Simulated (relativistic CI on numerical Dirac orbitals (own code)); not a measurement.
**Ligand-field terms of d2**

Computed with a parametric ligand-field model of a d^n configuration (Racah B and C, spin-orbit zeta, crystal field), exact diagonalisation.

Field parameters in Wybourne normalisation: Oh B⁴₀ = 21Dq, B⁴₄ = √(5/14) B⁴₀. The field is a parameter set, without covalency.

B = 910 cm⁻¹, C = 4160 cm⁻¹ (C/B = 4.57), Oh, no spin-orbit coupling. Tanabe-Sugano data, E/B above the lowest term (Δ = |10Dq|; b, c mark the second and third term of a kind):

```csv
Δ/B,3T1,3T2,3A2,1T2,1E,1A1
1.0,0.00,0.81,1.81,14.49,14.95,22.12
3.0,0.00,2.49,5.49,15.02,15.86,23.96
5.0,0.00,4.22,9.22,15.36,16.18,25.60
7.0,0.00,6.00,13.00,15.56,16.28,27.05
9.0,0.00,7.82,16.82,15.67,16.28,28.31
11.0,0.00,9.66,20.66,15.72,16.25,29.38
13.0,0.00,11.53,24.53,15.74,16.20,30.30
15.0,0.00,13.42,28.42,15.75,16.15,31.08
17.0,0.00,15.32,32.32,15.74,16.10,31.74
19.0,0.00,17.23,36.23,15.73,16.05,32.31
21.0,0.00,19.16,40.16,15.72,16.01,32.79
23.0,0.00,21.09,44.09,15.70,15.97,33.21
25.0,0.00,23.03,48.03,15.68,15.93,33.57
27.0,0.00,24.97,51.97,15.66,15.89,33.88
29.0,0.00,26.92,55.92,15.65,15.86,34.16
31.0,0.00,28.88,59.88,15.63,15.83,34.40
33.0,0.00,30.84,63.84,15.61,15.80,34.62
35.0,0.00,32.80,67.80,15.60,15.77,34.81
37.0,0.00,34.77,71.77,15.58,15.75,34.98
39.0,0.00,36.74,75.74,15.57,15.73,35.14
41.0,0.00,38.71,79.71,15.55,15.70,35.28
43.0,0.00,40.68,83.68,15.54,15.69,35.40
45.0,0.00,42.66,87.66,15.53,15.67,35.52
47.0,0.00,44.64,91.64,15.52,15.65,35.62
```

The ground term stays 3T1.
